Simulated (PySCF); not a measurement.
# Computed spin Hamiltonian

C4H12NSSi (doublet state).
Z-matrix (Å and degrees, GFN2-xTB geometry), rows numbered from 1:
```
C 
C   1  1.5359
C   2  1.4893  1  112.45
C   3  1.4876  2  119.12  1    83.22
S   3  1.7295  2  121.71  1  -113.26
Si  5  2.1653  3  106.13  2    48.47
N   6  1.7178  5  106.67  3    51.88
H   1  1.0875  2  110.41  3   -59.46
H   1  1.0879  2  110.21  3  -179.31
H   1  1.0869  2  110.10  3    60.58
H   2  1.0973  1  108.24  3   120.57
H   2  1.0916  1  108.86  3  -122.47
H   4  1.0870  3  110.64  2  -173.78
H   4  1.0920  3  110.40  2   -53.02
H   4  1.0963  3  111.58  2    65.97
H   6  1.4590  5  100.70  3   176.44
H   6  1.4577  5  111.79  3   -64.19
H   7  1.0085  6  119.33  5    33.99
H   7  1.0067  6  119.66  5   175.40
```

The hyperfine couplings belong to this conformer and change with its torsions.

The species is `[C](C)(S[SiH2]N)CC` [radical].

Computed, not measured: UKS B3LYP, pcH-1 on C H N S Si, non-relativistic, mean-field spin-orbit, GIAO (PySCF 2.14.0). Geometry: GFN2-xTB, one conformer, isolated molecule. Couplings are sensitive to structure, and on GFN2-xTB geometries they can be far from those on DFT ones. The SCF solution wasn't tested for stability.

| Quantity | Value |
| --- | --- |
| g1, g2, g3 | 2.00175, 2.00414, 2.00537 |
| g_iso | 2.00375 |
| Form of g | rhombic: the two nearest values differ by 34 % of g3 − g1 |
| ⟨S²⟩ | 0.7546 (exact 0.7500) |

Hyperfine couplings atom by atom, in MHz; T1 to T3 are the principal values of the dipolar part:

```tsv
atom	isotope	a_iso	of which spin–orbit	T1	T2	T3	Mulliken spin population
C1	13C	52.3	0.0	-3.8	-3.5	7.4	0.03
C2	13C	-21.7	0.0	-2.1	-0.2	2.3	-0.06
C3	13C	110.3	0.2	-75.9	-75.2	151.1	0.87
C4	13C	-30.4	0.0	-1.7	-0.2	2.0	-0.07
S5	33S	3.2	-0.1	-13.6	-8.4	22.0	0.07
Si6	29Si	-47.3	0.1	-9.0	4.1	4.9	0.04
N7	14N	1.0	0.0	-0.5	-0.2	0.7	0.00
H8	1H	-2.6	0.0	-4.0	-2.1	6.1	0.00
H9	1H	6.2	0.0	-2.7	-1.7	4.3	0.01
H10	1H	-3.1	0.0	-4.4	-2.0	6.4	0.00
H11	1H	59.1	0.0	-4.3	-3.7	7.9	0.03
H12	1H	10.0	0.0	-4.3	-3.6	8.0	0.01
H13	1H	6.6	0.0	-4.4	-3.7	8.1	0.00
H14	1H	71.7	0.0	-4.5	-4.2	8.7	0.03
H15	1H	108.3	0.0	-4.3	-3.4	7.7	0.05
H16	1H	1.9	0.0	-1.5	-1.4	2.9	0.00
H17	1H	0.6	0.0	-1.6	-1.3	2.9	0.00
H18	1H	-0.2	0.0	-2.1	-1.2	3.4	0.00
H19	1H	1.8	0.0	-1.5	-0.9	2.4	0.00
```

The Mulliken spin populations are largest on C3 (+0.87), C4 (-0.07), S5 (+0.07) and C2 (-0.06). No atom but C3 exceeds +0.15. The angles at C3 add up to 358.0°, so it is nearly planar.

Axes: g3 points within 13° of the C3–C4 bond.

Under fast tumbling the dipolar parts average out, and these isotropic splittings remain: 3 × 1H (H13/H14/H15, I = 1/2, 4 lines) with 2.22 mT, 2 × 1H (H11/H12, I = 1/2, 3 lines) with 1.23 mT, 2 × 1H (H16/H17, I = 1/2, 3 lines) with 0.05 mT and 1 × 14N (N7, I = 1, 3 lines) with 0.03 mT.

Nuclei that the bonding pattern makes equivalent are averaged, as if the motion that swaps them (rotation, inversion, ring flip) were fast. The three 1H nuclei of mean +62.2 MHz run from 6.6 to 108.3 MHz in the frozen geometry. The 1H value of +34.6 MHz is a mean of couplings from 10.0 to 59.1 MHz in this one geometry, not an average over conformers.

The 13C coupling of C3 (110.3 MHz) shows only in satellite lines or after enrichment, since that isotope makes up about 1.07 % of natural carbon.

The 29Si coupling of Si6 (-47.3 MHz) shows only in satellite lines or after enrichment, since that isotope makes up about 4.7 % of natural silicon.
